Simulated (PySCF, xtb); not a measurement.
CH3Te, SMILES C[Te], multiplicity 2.

The structure is a stationary point at r2SCAN-D4/def2-TZVP. The isomer is the one that the SMILES or the coordinates give; other isomers of the formula were not compared. The def2 effective core potentials stand for the cores of Te; spin–orbit coupling is left out.

These are C-PCM-M06-2X/def2-SVP (PySCF 2.14.0) values and carry that method's errors.

The values are the electrostatic part of the solvation free energy, E(continuum) − E(gas) at the gas-phase geometry, in a cavity of scaled van der Waals radii (PySCF's table); cavitation and dispersion terms are not included. The dipole moment in vacuum is 1.15 D.

Computed values in water (ε = 78.36), dichloromethane (ε = 8.93), diethylether (ε = 4.24):
```
solvent              ε  ΔG(elec) (kcal/mol)  dipole (D)
---------------  -----  -------------------  ----------
water            78.36                 -2.1        1.56
dichloromethane   8.93                 -1.9        1.50
diethylether      4.24                 -1.6        1.44
```

For comparison, GFN2-xTB/ALPB(water) (xtb, at the GFN2-xTB geometry, all terms of that model) gives -1.1 kcal/mol.
